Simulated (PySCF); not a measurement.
C₄H₂F₄O.
Cartesian coordinates in Å at the GFN2-xTB level; atoms count from 1:
```xyz
11
C4H2F4O angstrom
F      1.736    1.484    0.497
C      1.632    0.187    0.201
F      1.603    0.127   -1.145
F      2.752   -0.403    0.590
O      0.595   -0.427    0.765
C     -0.683    0.059    0.428
F     -0.973    1.130    1.227
C     -1.746   -0.851   -0.021
C     -1.259   -0.032   -0.925
H     -2.416   -1.620    0.273
H     -1.235    0.351   -1.916
```

Vertical excitations from PySCF (density fitting, frozen core in the response, grid level 2 and gas phase unless stated; continuum runs use non-equilibrium linear response for the excitations) on a GFN2-xTB geometry. Reference run:

```
                              settings    S1, eV (f)    S2, eV (f)    S3, eV (f)    S4, eV (f)    S5, eV (f)    S6, eV (f)  T1, eV (Tamm–Dancoff)  mean α (au)
PBE0/def2-SVPD, full TDDFT, 6 singlets  6.17 (0.001)  7.60 (0.061)  8.02 (0.018)  8.66 (0.028)  8.75 (0.030)  9.04 (0.039)                   4.88         50.6
```

Problem. What do these settings give: (1) wB97X-D/def2-SVPD, IEF-PCM chloroform, TDA, 12 singlets; (2) revPBE/def2-SVPD, full TDDFT, 3 singlets?

Solution. 
```
                                               settings    S1, eV (f)    S2, eV (f)    S3, eV (f)    S4, eV (f)    S5, eV (f)    S6, eV (f)  T1, eV (Tamm–Dancoff)  mean α (au)
wB97X-D/def2-SVPD, IEF-PCM chloroform, TDA, 12 singlets  6.46 (0.001)  8.06 (0.098)  8.24 (0.088)  9.17 (0.009)  9.36 (0.082)  9.55 (0.027)                   5.12         59.1
               revPBE/def2-SVPD, full TDDFT, 3 singlets  5.60 (0.001)  6.44 (0.006)  7.29 (0.004)             –             –             –                   4.88         53.0
```

(1) S1 moves by +0.29 eV; functional, environment and response scheme change together, so the shift can't be laid on one. (2) S1 moves by -0.57 eV (revPBE has no exact exchange, PBE0 25 % exact exchange). States are counted by energy in each run and needn't keep their character from row to row.

Problem. Give the leading configurations of S1 (H = HOMO, L = LUMO) and the HOMO–LUMO gap of each run.

Solution. 
```tsv
settings	S1 configurations (weight)	S1 (eV)	orbital gap (eV)	S1 − gap (eV)
PBE0/def2-SVPD, full TDDFT, 6 singlets	H→L 0.97	6.17	8.02	-1.85
wB97X-D/def2-SVPD, IEF-PCM chloroform, TDA, 12 singlets	H→L 0.95	6.46	12.00	-5.54
revPBE/def2-SVPD, full TDDFT, 3 singlets	H→L 0.99	5.60	5.44	+0.16
```

One conformer (not necessarily the lowest) at the GFN2-xTB geometry, without vibrations or thermal averaging.
